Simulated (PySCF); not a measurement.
## Two-component Hartree-Fock for S⁴⁺ (sulfur, charge +4)

Start: [Ne] 3s2. Calculated with PySCF 2.14 in x2c-TZVPPall-2c (5s6p3d1f, 45 functions): generalised Hartree-Fock with the X2C-1e Hamiltonian and a Gaussian nucleus; one run each with spin-orbit coupling (SO) switched off, then screened by Boettger's factors.

```json
{"spinor shell": "1s1/2", "electrons": "2", "ε, spin-free (eV)": "-2573.9", "ε, screened SO (eV)": "-2573.9", "weight of nominal j (screened SO)": "1.000", "rms radius, screened SO (bohr)": "0.112"}
{"spinor shell": "2s1/2", "electrons": "2", "ε, spin-free (eV)": "-306.19", "ε, screened SO (eV)": "-306.18", "weight of nominal j (screened SO)": "1.000", "rms radius, screened SO (bohr)": "0.513"}
{"spinor shell": "2p1/2", "electrons": "2", "ε, spin-free (eV)": "-241.47", "ε, screened SO (eV)": "-242.37", "weight of nominal j (screened SO)": "1.000", "rms radius, screened SO (bohr)": "0.487"}
{"spinor shell": "2p3/2", "electrons": "4", "ε, spin-free (eV)": "-241.47", "ε, screened SO (eV)": "-241.03", "weight of nominal j (screened SO)": "1.000", "rms radius, screened SO (bohr)": "0.489"}
{"spinor shell": "3s1/2", "electrons": "2", "ε, spin-free (eV)": "-71.003", "ε, screened SO (eV)": "-71.003", "weight of nominal j (screened SO)": "1.000", "rms radius, screened SO (bohr)": "1.58"}
```

| quantity | spin-free | screened SO |
| --- | --- | --- |
| E (hartree) | -394.44173 | -394.44238 |
| M_J | 0 | 0 |
| ⟨J²⟩ | 0.000 | 0.000 |
| ⟨L²⟩ | 0.000 | 0.000 |
| ⟨S²⟩ | 0.000 | 0.000 |

Without spin-orbit coupling the j labels of p, d and f shells carry no meaning; the spin-free column gives the mean over the occupied spinors of each nl shell.
